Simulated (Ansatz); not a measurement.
Total energies of HGe(SiH3)3 (Si₃GeH₁₀) from Ansatz at r2SCANh-D4/def2-TZVPD, gas phase (1 Eh = 27.2114 eV = 2625.5 kJ/mol). The reference geometry is relaxed at r2SCAN-D4/def2-SVP.

Cartesian coordinates in Å:
```
Ge 0.670 -0.112 -0.074
Si 0.300 2.199 0.363
Si -0.152 -1.410 1.746
Si -0.460 -0.737 -2.075
H 2.182 -0.366 -0.240
H -1.168 2.437 0.511
H 0.812 3.038 -0.763
H 0.984 2.615 1.626
H -1.614 -1.143 1.911
H 0.043 -2.869 1.486
H 0.549 -1.047 3.015
H 0.027 0.072 -3.233
H -0.247 -2.186 -2.371
H -1.925 -0.492 -1.901
```

```tsv
state	geometry	energy (Eh)
charge 0 singlet	reference	-2951.41867
charge -1 doublet	reference	-2951.38970
free Ge atom (triplet)	–	-2076.89696
free Si atom (triplet)	–	-289.34062
free H atom (doublet)	–	-0.49990
```

(1) Work out the vertical electron affinity, to the doublet.

(2) What is the binding energy per atom against free atoms?

(1) E(charge 0 singlet) − E(charge -1 doublet) = -2951.41867 − (-2951.38970) = -0.02897 Eh = -0.79 eV; negative, so the extra electron isn't bound.

(2) Atoms: 1 × (-2076.89696) + 3 × (-289.34062) + 10 × (-0.49990) = -2949.91782 Eh. Binding: -2949.91782 − (-2951.41867) = 1.50085 Eh = 40.84 eV, or 2.92 eV for each of 14 atoms (no zero-point energy, no counterpoise term).

At r2SCANh-D4/def2-TZVPD the highest occupied level of the charge -1 doublet lies above zero (up to 1.94 eV). By energy differences it is unbound by 0.79 eV (vertical, against the charge 0 singlet, at r2SCANh-D4/def2-TZVPD) and held by the finite basis.
